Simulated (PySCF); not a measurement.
## Electron correlation in O²⁺ (oxygen, charge +2)

[He] 2s2 2p1 3s1, 3s spin antiparallel (an excited configuration). Calculation: PySCF 2.14, in dyall-av3z (15s9p3d2f, 71 functions); scalar relativity by spin-free X2C-1e. Frozen: 1s2; 4 electrons correlated; the 13 highest virtual orbitals of each spin left out.

MP2 pair energies summed by pair of shells (mhartree):

| pair | energy | share (%) |
| --- | --- | --- |
| 2s-2s | -38.55 | 48.8 |
| 2s-2p | -25.27 | 32.0 |
| 2s-3s | -11.47 | 14.5 |
| 2p-3s | -3.64 | 4.6 |

Total MP2 correlation energy: -78.94 mhartree.

Same-spin part -8.40 and opposite-spin part -70.54 mhartree; SCS-MP2 scales them by 1/3 and 6/5 to -87.44 mhartree.
